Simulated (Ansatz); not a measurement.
Computed with Ansatz on PBE0-D4/def2-TZVP structures; ΔE is electronic, products minus reactants. CBS: MP2 limit from def2 TZ/QZ plus the TZ coupled-cluster correction, frozen cores. DFT in def2-TZVPP. B3LYP here is the variant with VWN-RPA as its local correlation; programs differ in this. HSE06 is defined as in plane-wave codes. One conformer a species, not always the lowest.

`F[SiH2]S[SiH2]F` + `[CH3][Al]([OH])[F]` → `C[SiH2]S[SiH2]F` + `[OH][Al]([F])[F]`  (redistribution)

Problem. Is it downhill or uphill in electronic energy at CCSD(T)/CBS, and by how much? (Estimate.)

Solution. Ansatz gave: Downhill: ΔE = -39.2 kJ/mol.

Problem. What do these levels give: LDA (SPW92), r2SCAN0-D4, HSE06-D4, revPBE, PBE0, B3LYP, LC-ωPBE, CCSD/def2-SVP, CCSD(T)/def2-SVP, CCSD/def2-TZVPP, CCSD(T)/def2-TZVPP, MP2/def2-QZVPP? (Estimate.)

Solution. The calculation gave: LDA (SPW92) -30.9, r2SCAN0-D4 -37.6, HSE06-D4 -36.9, revPBE -31.8, PBE0 -34.2, B3LYP -30.7, LC-ωPBE -35.9, CCSD/def2-SVP -50.8, CCSD(T)/def2-SVP -50.6, CCSD/def2-TZVPP -39.4, CCSD(T)/def2-TZVPP -39.6, MP2/def2-QZVPP -42.4 kJ/mol.

Largest T1 diagnostic among the species: 0.013.

In def2-TZVPP, CCSD(T) changes the Hartree–Fock value by −5.7 kJ/mol (the triples alone add −0.2 kJ/mol) and MP2 by −8.6 kJ/mol. At CCSD(T), def2-SVP lies −11.4 kJ/mol from the extrapolated value and def2-TZVPP −0.4 kJ/mol.
